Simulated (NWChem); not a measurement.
# SiH₄O; SMILES [SiH3]O

All runs: NWChem. Geometry: optimised at PBE0/def2-SVP. Level: PBE0/def2-SVP with SMD, gas-phase geometry; reactions with the solvents are ignored.

| SMD term (kcal/mol) | water | n-hexane |
|---|---|---|
| distortion of the solute's density | 0.71 | 0.04 |
| polarisation | -6.00 | -1.13 |
| cavity, dispersion and structure | 2.28 | -0.68 |

Problem. Sum the solvation free energies, find the transfer free energy from water to n-hexane and the partition coefficient at 298.15 K.

Solution. 
1. ΔG(solv, water) = -3.01 kcal/mol and ΔG(solv, n-hexane) = -1.77 kcal/mol (1 M gas to 1 M solution).
2. Transfer: -1.77 − (-3.01) = 1.24 kcal/mol.
3. log₁₀ K(n-hexane/water) = −ΔG/(RT ln 10) = -1.24/1.364 = -0.9, so the model puts more of the solute in water.
4. Of the transfer energy, 4.20 kcal/mol is electrostatic and -2.96 comes from the non-electrostatic term. The two phases are taken as the pure solvents.
